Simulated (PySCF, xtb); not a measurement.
C3H14Si3, SMILES C[C@H](C[SiH3])[SiH2][SiH3].

xtb with GFN2-xTB at its own geometry gives an orbital gap of 4.38 eV and a dipole moment of 0.46 D.

The structure is a stationary point at PBE0-D3(BJ)/def2-SVP. The structure was generated by enumeration; whether it is a known compound was not checked. Other conformers were not sampled.

Task: What does PBE/def2-TZVP in PySCF give? (The exact figures need the calculation; the answer reports its results.)

Result: gap 6.03 eV (levels -6.81 and -0.78 eV), dipole 1.20 D.
